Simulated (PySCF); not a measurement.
A GIAO shielding run with PySCF (density fitting, non-relativistic, gas phase) on `InChI=1S/C5H9.C2H3.Al.H/c1-2-4-5-3-1;1-2;;/h1H,2-5H2;1H,2H2;;`:

```
$ OMP_NUM_THREADS=1 python probes_run.py task.json out

{"job": {"kind": "nmr", "xc": "PBE0", "basis": "pcSseg-1"}, "charge": 0, "multiplicity": 1}
C      4.389923    -0.086842     0.190087
C      3.167145    -0.129119     0.746530
Al     1.566500     0.122285    -0.336826
C     -0.269662     0.052363     0.364710
C     -1.086502    -1.138572    -0.168560
C     -2.539921    -0.797199     0.194970
C     -2.614890     0.744580     0.201948
C     -1.169750     1.238040    -0.021687
H      4.531034     0.087869    -0.884709
H      5.315347    -0.222725     0.766662
H      3.130212    -0.310241     1.830841
H      1.794237     0.371886    -1.899667
H     -0.240683    -0.022014     1.469263
H     -0.766626    -2.110464     0.240875
H     -0.985715    -1.206606    -1.267890
H     -3.261649    -1.255349    -0.498822
H     -2.769794    -1.194672     1.196175
H     -3.296182     1.131324    -0.571423
H     -3.000963     1.108493     1.166493
H     -0.945586     2.154024     0.547697
H     -1.026705     1.488642    -1.088348
```

Hardware: 1 thread of an AMD EPYC 9R45 96-Core, shared host. The job also computes population analyses, field gradients, ring-centre shieldings.

(1) How large is the calculation?

(2) How long does it take, and how much memory does it need?

## Answers

(1) 68 electrons, 208 basis functions and 1096 auxiliary functions.

(2) 23 s of wall time, with 14 SCF cycles and 5 response iterations; peak memory 0.98 GiB. Times on a shared host scatter by some tens of per cent.
